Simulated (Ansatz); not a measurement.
`BN[SiH2]F` + `N=CF` → `BN=CF` + `N[SiH2]F` at 500 K and 1 bar (ligand exchange at a B–N bond).

Computed with Ansatz on PBE0-D4/def2-TZVP structures; ΔE is electronic, products minus reactants. CCSD(T)/CBS adds triple-zeta CCSD(T) − MP2 to the extrapolated MP2 energy (def2 sets, frozen cores). This one scheme is used for every species. Each species was taken in one conformer, which may not be the lowest.

| species | CCSD(T)/CBS energy (Eh) | H − E (kJ/mol) | S (J/(mol·K)) |
| --- | --- | --- | --- |
| `BN[SiH2]F` | -471.49877 | 193.4 | 364.6 |
| `N=CF` | -193.72220 | 108.9 | 274.9 |
| `BN=CF` | -219.13545 | 147.8 | 325.9 |
| `N[SiH2]F` | -446.07709 | 152.9 | 325.1 |

H − E and S are ideal-gas, rigid-rotor, harmonic terms from PBE0-D4/def2-TZVP, for one conformer and one mirror image of each species. 1 Eh = 2625.50 kJ/mol, R = 8.31446 J/(mol·K).

Task: By hand: ΔE, ΔH, ΔS and ΔG.

Result: ΔE = (-219.13545) + (-446.07709) − (-471.49877) − (-193.72220) = 0.00843 Eh = 22.1 kJ/mol. Δ(H − E) = 147.8 + 152.9 − 193.4 − 108.9 = -1.6, so ΔH = 20.5 kJ/mol. ΔS = 325.9 + 325.1 − 364.6 − 274.9 = 11.5 J/(mol·K). ΔG = 20.5 − 500 × (11.5)/1000 = 14.8 kJ/mol.

Task: By hand: the equilibrium constant, and the temperature at which ΔG would vanish if ΔH and ΔS stayed fixed.

Result: log₁₀ K = −ΔG/(RT ln 10) = -1.5. ΔG = 0 at ΔH/ΔS = 1783 K, though so small a ΔS makes that figure unsure.

The number of gas molecules stays the same, so ΔS is small and ΔH decides. A doubt of 5 kJ/mol in ΔE shifts log₁₀ K by 0.5 here. Other conformers and mirror images would add mixing entropy, several J/(mol·K) or more a flexible species. These are equilibria of isolated gas molecules and say nothing of rates. Largest T1 diagnostic: 0.015 (customary marks: 0.02 for closed shells, 0.045 for open ones).
